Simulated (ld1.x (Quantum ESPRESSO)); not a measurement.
# Pseudopotential generation for P: RRKJ, LDA (PZ), scalar-relativistic.

P, norm-conserving RRKJ (Kleinman–Bylander form), made with ld1.x (Quantum ESPRESSO) 7.5 (LDA (PZ), scalar-relativistic). Core [He], reference 2s2 2p6 3s2 3p3. Waves: 2s (bound): rc 0.45 bohr; 2p (bound): rc 0.75 bohr. Local part: the p channel. Core correction: none. rho0 = 0.02.

Occupied shells without a wave of their own: 3p, 3s. They enter only through the test configuration that unscreens the potential.

All-electron outer shells of the reference configuration (LDA (PZ), scalar-relativistic, ld1.x):

```tsv
shell	level (eV)	outermost node (bohr)	outermost maximum (bohr)
1s	-2076.07	–	0.07
2s	-173.14	0.14	0.42
2p	-124.52	–	0.35
3s	-14.02	0.66	1.56
3p	-5.60	0.64	1.83
```

**Question.** Does the generator finish with these settings?

**Answer.** Yes, a potential is produced.

**Question.** Tests: 2s2 2p6 3s2 3p2; 2s2 2p6 3s2 3p1; 2s2 2p6 3s2 3p0; 2s2 2p6 3s1 3p0; 2s2 2p6 3s1 3p3; 2s2 2p6 3s2 3p3.3; 2s2 2p6 3s2 3p2.5. Which has the largest error in its energy relative to the reference configuration, and how large is it?

**Answer.** 2s2 2p6 3s1 3p0, with +3233 meV (all-electron minus pseudo) on +111.15 eV.

A Bessel basis up to 400 Ry misses an occupied level by 0.06 Ry, so cutoffs and ghosts were not judged. The potential misses its own reference levels by up to 0.4 eV.
